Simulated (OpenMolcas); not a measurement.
## Lines of V⁺: computed and rescaled rates

- Program: OpenMolcas 26.06
- Method: MS-CASPT2, IPEA 0.25 Eh, imaginary shift 0.1 Eh (closed shells correlated: 3s 3p)
- Basis: ANO-RCC-VQZP [7s6p4d3f2g1h]
- Scalar Hamiltonian: DKH2, point nucleus
- Active space: 4 electrons in 5 orbitals (3d)
- State averaging: 2S+1 = 5 even, 5 roots; 2S+1 = 3 even, 45 roots; 2S+1 = 1 even, 50 roots (44 in the spin-orbit step)
- Spin-orbit coupling: state interaction with AMFI integrals over the reference wave functions, term energies averaged over their components

Rates come from the transition moments of the reference wave functions (E1 and E2 in the length form). At fixed line strength A goes as λ^-3 for E1 and M1 and as λ^-5 for E2, so a rate at the computed wavelength can be rescaled to the measured one. Measured vacuum wavelengths follow from level energies in NIST Handbook of Basic Atomic Spectroscopic Data. Branching counts decays inside the model space alone, at computed energies, and the table is only a selection of the M1 lines, drawn from those between levels with measured partners whose computed energy lies within a factor of 1.5 of the measured one.

```
  Upper    Lower  Type  λ computed (nm)  λ measured (nm)  A computed (s-1)  A rescaled (s-1)  Branching %
3d4 5D2  3d4 5D1    M1           126600           141700          2.81e-05          2.00e-05        100.0
3d4 5D3  3d4 5D2    M1            87070            97790          7.03e-05          4.96e-05        100.0
3d4 5D4  3d4 5D3    M1            67910            76730          8.65e-05          6.00e-05        100.0
```

The largest correction is for 3d4 5D4 → 3d4 5D3 (M1): 8.65e-05 × (67910 / 76730)^3 = 6.00e-05 s-1, a factor of 0.69.

These are rates of the free ion; in crystals, glasses and complexes forced electric-dipole and non-radiative decay shorten such lifetimes by orders of magnitude. No measured rate stands beside these. Rescaling mends the energy factor alone: line strengths can still be far off where a level mixes with configurations outside the active space, and weak or spin-changing lines hang on small mixing coefficients that depend on the term gaps too, so rescaling need not improve them.

CASPT2 breaks the degeneracy within a term, and the mean is taken; among the terms shown or strongly mixed into the levels shown the widest spread is 11 cm-1 (3d4 5D). Some high roots are left out of the spin-orbit mixing, which shifts the levels that they would mix with. Computed and measured levels are paired by configuration, term and J; levels that our copy of the source lacks, or whose pairing is in doubt (as where it misses far off the trend of its configuration), stay unpaired. Levels of configurations outside the active space are missing.
